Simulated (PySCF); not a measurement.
Species: C2H9OSi2 (doublet state).
Cartesian coordinates in Å at the GFN2-xTB level; atoms count from 1:
```xyz
14
C2H9OSi2 angstrom
C     -1.8562    1.2135    0.1769
O     -0.6570    0.5062    0.1697
Si    -0.3888   -0.9838    0.7695
C      1.4420   -1.2050    0.3417
Si     2.2761    0.4204   -0.1777
H     -2.1980    1.3876    1.2002
H     -2.6350    0.6669   -0.3607
H     -1.6882    2.1731   -0.3137
H     -1.2735   -1.9638    0.1268
H     -0.6540   -1.0100    2.2136
H      1.9541   -1.6394    1.1989
H      1.5400   -1.9347   -0.4612
H      1.8616    0.9193   -1.4830
H      2.2762    1.4491    0.8569
```

The hyperfine couplings belong to this conformer and change with its torsions.

Identity: `CO[SiH2]C[SiH2]` [radical].

Method used: PySCF, UKS B3LYP, pcH-1 on C H O Si, non-relativistic, mean-field spin-orbit, GIAO. The structure is a single GFN2-xTB conformer in the gas phase; no vibrational or solvent corrections. Couplings are sensitive to structure, and on GFN2-xTB geometries they can be far from those on DFT ones, by a factor of two or more for some ions and for spin on atoms past the first row. No stability test was run, so a lower SCF solution isn't excluded.

Principal values of hyperfine tensors in MHz (contact, dipolar and spin–orbit terms together), for some of the nuclei:

```tsv
atom	isotope	A1	A2	A3
Si5	29Si	-574.01	-312.45	-312.17
Si3	29Si	-56.22	-38.04	-37.81
H13	1H	30.14	41.37	48.82
H14	1H	25.96	37.09	44.81
O2	17O	-20.48	-17.41	-17.20
C4	13C	14.86	15.07	24.11
H12	1H	1.61	3.03	11.98
H9	1H	2.83	3.51	5.94
```

(1) Split each tensor into its isotropic and traceless parts, and turn a_iso into mT with g = 2.0035.

(2) What spin density at the nucleus of Si3 lies behind its contact coupling (g_N = -1.11058)?

(3) H11 (1H, g_N = 5.58569) isn't in the table. Its spin density at the nucleus is 0.002711 bohr⁻³. What is its contact coupling?

(4) Name the largest traceless tensor T of the table and describe it.

(5) What first-order splitting does H13 cause when the field lies along A1, A2 or A3 of its tensor (g taken as isotropic, no quadrupole term)?

## Answers

(1) a_iso is a third of the trace, T = A − a_iso, and a(mT) = a(MHz)/(g × 13.996). The tensors hold a spin–orbit part: the run splits a_iso into a_FC + a_SO, and T includes its anisotropic share.

```json
{"atom": "Si5", "a_iso (MHz)": "-399.54", "a_FC": "-400.64", "a_SO": "1.09", "a_iso (mT)": "-14.248", "T1": "-174.47", "T2": "87.09", "T3": "87.38"}
{"atom": "Si3", "a_iso (MHz)": "-44.02", "a_FC": "-44.12", "a_SO": "0.09", "a_iso (mT)": "-1.570", "T1": "-12.19", "T2": "5.98", "T3": "6.21"}
{"atom": "H13", "a_iso (MHz)": "40.11", "a_FC": "40.09", "a_SO": "0.02", "a_iso (mT)": "1.430", "T1": "-9.97", "T2": "1.26", "T3": "8.71"}
{"atom": "H14", "a_iso (MHz)": "35.96", "a_FC": "35.94", "a_SO": "0.02", "a_iso (mT)": "1.282", "T1": "-9.99", "T2": "1.14", "T3": "8.86"}
{"atom": "O2", "a_iso (MHz)": "-18.36", "a_FC": "-18.37", "a_SO": "0.01", "a_iso (mT)": "-0.655", "T1": "-2.12", "T2": "0.95", "T3": "1.16"}
{"atom": "C4", "a_iso (MHz)": "18.02", "a_FC": "17.99", "a_SO": "0.03", "a_iso (mT)": "0.642", "T1": "-3.15", "T2": "-2.95", "T3": "6.10"}
{"atom": "H12", "a_iso (MHz)": "5.54", "a_FC": "5.53", "a_SO": "0.01", "a_iso (mT)": "0.197", "T1": "-3.93", "T2": "-2.51", "T3": "6.44"}
{"atom": "H9", "a_iso (MHz)": "4.10", "a_FC": "4.10", "a_SO": "0.00", "a_iso (mT)": "0.146", "T1": "-1.27", "T2": "-0.58", "T3": "1.85"}
```

(2) a_FC = 800.24 MHz bohr³ × g_N × ρ(0)/(2S). With a_FC = -44.12 MHz and 2S = 1, ρ(0) = 0.04964 bohr⁻³. The nuclear moment is negative, so coupling and spin density have opposite signs.

(3) By the same relation, a_FC = 12.12 MHz. Its full tensor has the principal values 7.97, 9.43, 18.97 MHz.

(4) Si5: -174.5, 87.1, 87.4 MHz (the dipolar term alone has -173.4, 86.6, 86.8), axial, in the ratio +1:+1:−2, the form that spin in one p orbital centred on that nucleus gives (the nuclear moment is negative).

(5) 2 lines (I = 1/2), spaced by |A_i|/(g × 13.996): 1.07, 1.48, 1.74 mT along the axes of A1, A2 and A3.

On an Arm Neoverse V1 with one thread, no GPU, shared host with 32 logical CPUs at a one-minute load of 22, this took 47 s (with the writing of density and orbital grids) and 0.88 GiB of memory at its peak.
